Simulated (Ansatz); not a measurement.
The same ligand exchange along the group Mg, Zn, Cd.

Program: Ansatz. Geometries: PBE0-D4/def2-TZVP. ΔE: electronic, gas phase. CCSD(T)/CBS is the MP2 limit (def2-TZVPP, def2-QZVPP) plus CCSD(T) − MP2 in def2-TZVPP, frozen cores. This one scheme is used for every species. Elements past krypton have def2 core potentials. For Cd, Mg, Zn outer-core shells are correlated without core-valence functions, which leaves a few kJ/mol of doubt a bond. Scalar relativity is left out up to krypton. One conformer a species, not always the lowest.

Order these by ΔE at CCSD(T)/CBS, lowest first. (Best estimate.)
A. `[NH2][Cd][O][SiH3]` + HCl → `[SiH3][O][Cd][Cl]` + NH₃
B. `[NH2][Mg][O][SiH3]` + HCl → `[SiH3][O][Mg][Cl]` + NH₃
C. `[NH2][Zn][O][SiH3]` + HCl → `[SiH3][O][Zn][Cl]` + NH₃

B (-142.2 kJ/mol), A (-126.7 kJ/mol), C (-116.3 kJ/mol).

Largest T1 diagnostic: 0.015, for `[NH2][Zn][O][SiH3]`.
